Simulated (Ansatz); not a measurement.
The same bond dissociation along the group C, Si, Ge.

Gas-phase electronic energies from Ansatz, PBE0-D4/def2-TZVP geometries. CCSD(T)/CBS is the MP2 limit (def2-TZVPP, def2-QZVPP) plus CCSD(T) − MP2 in def2-TZVPP, frozen cores. This one scheme is used for every species. Open shells (•) are unrestricted, without spin–orbit coupling. For Ge outer-core shells are correlated without core-valence functions, which leaves a few kJ/mol of doubt a bond. Scalar relativity is left out up to krypton. Each species was taken in one conformer, which may not be the lowest.

```
                                      reaction  MP2/CBS(def2) (kJ/mol)  HF/CBS(def2) (kJ/mol)  CCSD(T)/CBS(def2) (kJ/mol)
                  `CCO` → `[CH3]`• + `[CH2]O`•                     409                    266                         391
      `O[SiH2][SiH3]` → `[SiH3]`• + `O[SiH2]`•                     331                    236                         331
`[OH][GeH2][GeH3]` → `[GeH3]`• + `[OH][GeH2]`•                     316                    209                         311
```

Largest T1 diagnostic: 0.016, for `[CH2]O`•.
